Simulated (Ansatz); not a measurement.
Mulliken charges of Cl₃GeH₂N, SMILES `[NH2][Ge]([Cl])([Cl])[Cl]` from PBE/def2-TZVPP in Ansatz (PBE0-D4/def2-TZVP geometry).

```json
{"atom": "N1", "x (Å)": "-0.477", "y (Å)": "0.546", "z (Å)": "0.986", "charge (e)": "-0.332"}
{"atom": "Ge2", "x (Å)": "0.189", "y (Å)": "-0.396", "z (Å)": "-0.400", "charge (e)": "0.746"}
{"atom": "Cl3", "x (Å)": "1.683", "y (Å)": "-1.704", "z (Å)": "0.351", "charge (e)": "-0.239"}
{"atom": "Cl4", "x (Å)": "-1.402", "y (Å)": "-1.494", "z (Å)": "-1.277", "charge (e)": "-0.238"}
{"atom": "Cl5", "x (Å)": "1.088", "y (Å)": "0.764", "z (Å)": "-1.957", "charge (e)": "-0.250"}
{"atom": "H6", "x (Å)": "0.221", "y (Å)": "1.053", "z (Å)": "1.514", "charge (e)": "0.157"}
{"atom": "H7", "x (Å)": "-1.240", "y (Å)": "1.162", "z (Å)": "0.738", "charge (e)": "0.157"}
```

**Question.** By hand: the dipole of these point charges (1 e Å = 4.8032 D).

**Answer.** Σ q r = (-0.201, 0.443, 0.437) e Å, of length 0.654 e Å = 3.14 D.

**Question.** How does the dipole of the full density compare? (Estimate.)

**Answer.** Ansatz gave: (-0.110, 0.395, 0.262) e Å, 2.34 D; the point charges give 1.34 times that, at 12° from its direction.

Point charges leave out the atoms' own dipoles, such as those of lone pairs, and Mulliken's split depends on the basis, so the two needn't agree.
